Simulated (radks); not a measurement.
Results of a calculation; reference values are marked as such.
How relativity changes the ionisation of the mercury ion Hg+ ([Xe] 4f14 5d10 6s1) to Hg2+ ([Xe] 4f14 5d10). Spin-unpolarised spherical Kohn-Sham, LDA (Slater exchange, Perdew-Wang correlation), point nucleus unless stated (finite: rms radius 5.4648 fm), a radial shooting solver on a logarithmic mesh with Libxc functionals. A level marked "c x" has the speed of light scaled by that factor.

| level | E(Hg+) (hartree) | E(Hg2+) (hartree) | IE (eV) | HOMO | <r> HOMO (bohr) |
|---|---|---|---|---|---|
| non-rel. | -18403.9092 | -18403.3074 | 16.377 | 6s | 2.819 |
| scalar-rel. | -19611.5703 | -19610.8577 | 19.391 | 6s | 2.493 |
| scalar-rel., finite nucleus | -19606.8517 | -19606.1395 | 19.380 | 6s | 2.494 |
| Dirac | -19650.9549 | -19650.2421 | 19.397 | 6s1/2 | 2.494 |
| Dirac, finite nucleus | -19646.1798 | -19645.4674 | 19.387 | 6s1/2 | 2.495 |
| Dirac, c x 1.5 | -18901.2050 | -18900.5615 | 17.511 | 6s1/2 | 2.682 |
| Dirac, c x 3 | -18521.4043 | -18520.7930 | 16.637 | 6s1/2 | 2.786 |
| Dirac, c x 5 | -18445.7286 | -18445.1234 | 16.469 | 6s1/2 | 2.807 |

NIST Atomic Spectra Database: 18.757 eV (measured). The relativistic part of the total energy of Hg+ is -1242 hartree (Dirac, finite nucleus), 6.8 % of the non-relativistic value. Spin polarisation and multiplet splitting of open shells are left out at every level.

Beside tabulated values, note that relativity, absent from the non-relativistic runs, is large for the heavy elements, and spin-unpolarised runs miss the spin-polarisation part of the exchange energy of open shells.
